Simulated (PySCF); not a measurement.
Match the barriers

Saddle point of GeH3SF, closed shell (GeH₃SF ([F][GeH2][SH]) → GeH₂S ([S][GeH2]) + HF; bonds formed: F2–H4; bonds broken: Ge1–F2, S3–H4), PBE0-D4/def2-TZVP structure:

| atom | x (Å) | y (Å) | z (Å) |
| --- | --- | --- | --- |
| Ge1 | -0.6064 | 0.0574 | 0.2079 |
| F2 | 1.4141 | -0.2253 | 0.3341 |
| S3 | -0.1912 | 0.2310 | -1.8363 |
| H4 | 1.2406 | -0.0857 | -0.7115 |
| H5 | -0.7632 | 1.2662 | 1.1427 |
| H6 | -1.0939 | -1.2436 | 0.8629 |

Computed with PySCF 2.14 with density fitting (its default auxiliary sets; JK sets also for MP2 and CCSD(T)) (basis: def2-TZVPP, with def2-QZVPP for the basis limit); correlated methods freeze the cores. Filled d shells of the heavier atoms are correlated. The def2 sets are not built for correlating such inner shells, so the correlated values are less sure here. Extrapolation: Hartree–Fock as exp(−7.88 √X), correlation as X^−2.97. Four methods, as single points on the PBE0-D4 structures, gave these electronic barriers from the start structure: 139.2, 154.9, 180.0, 212.7 kJ/mol.

The methods were, in alphabetical order, BHLYP-D4, HF, PBE-D4, PBE0-D4. Which gave which? (Judge from chemistry; the calculation decides.)

By the calculation: PBE-D4 139.2; PBE0-D4 154.9; BHLYP-D4 180.0; HF 212.7 kJ/mol. For comparison, CCSD(T) at an estimated basis limit (MP2 extrapolated from triple and quadruple zeta, plus CCSD(T) − MP2 in triple zeta) gives 162.6 kJ/mol.

T1 diagnostic: at most 0.016.

Labels in which every atom is bracketed show which atoms are joined, not bond orders.

For scale, one of the runs: CCSD(T)/def2-TZVPP, 163 basis functions, launched by `OMP_NUM_THREADS=4 python run.py`. Hardware: 4 CPU threads of an AMD EPYC 9R45, shared host. Wall time 71 s; peak host memory 1.6 GiB.
